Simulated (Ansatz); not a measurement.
Molecule: C7H13, charge 0, multiplicity 2. It need not be the lowest isomer of its formula. 
Coordinates optimised at B3LYP-D3(BJ)/def2-TZVP (Ansatz, a program for electronic structure):
```xyz
20

C      3.0446     0.8246    -0.0138
C      2.0585    -0.2729     0.4059
C      0.6577     0.1658     0.3936
C     -0.4823    -0.0537    -0.2160
C     -0.6267    -1.0925    -1.3109
C     -1.7342     0.7209     0.1400
C     -2.8236    -0.1415     0.7851
H      4.0708     0.4540     0.0164
H      2.9713     1.6849     0.6526
H      2.8319     1.1672    -1.0274
H      2.3215    -0.6338     1.4059
H      2.1716    -1.1402    -0.2634
H     -1.3239    -1.8804    -1.0156
H      0.3251    -1.5612    -1.5562
H     -1.0258    -0.6313    -2.2192
H     -1.4652     1.5338     0.8156
H     -2.1337     1.1814    -0.7710
H     -3.1612    -0.9352     0.1167
H     -3.6941     0.4650     1.0418
H     -2.4532    -0.6079     1.7001
```
Charge 0, spin multiplicity 2.

Property: atomisation energy (electronic, to ground-state atoms), in kJ/mol. Cores are frozen in the correlated levels unless marked. UHF or UKS for open shells. Spin-orbit coupling is left out. No relativistic terms. The coupled-cluster limit lacks core correlation, which all-electron functionals hold. Basis-set limits of correlation are two-point, X^-3; Hartree-Fock from the larger set. The bracket is a focal-point correction in the basis named.

```tsv
level	program	atomisation energy (kJ/mol)
HF/cc-pVDZ	Ansatz	6039.0
SVWN5/def2-TZVPD	Ansatz	9154.5
PBE/def2-TZVPD	Ansatz	8198.9
PBE-D3(BJ)/def2-TZVPD	Ansatz + dftd3	8240.9
revPBE-D3(BJ)/def2-TZVPD	Ansatz + dftd3	8042.7
PBE0-D4/def2-TZVP	Ansatz + dftd4	8139.5
PBE0/def2-TZVP	Ansatz	8106.2
B2GP-PLYP-D3(BJ)/def2-TZVPD	Ansatz + dftd3	7972.8
MP2/cc-pVTZ	Ansatz	7940.6
RI-MP2/CBS(cc-pVTZ,cc-pVQZ)+[CCSD(T)-MP2]/cc-pVTZ	Ansatz	8052.4
```

The UHF reference is spin-contaminated (<S^2> 0.15 over the pure value in the largest basis).
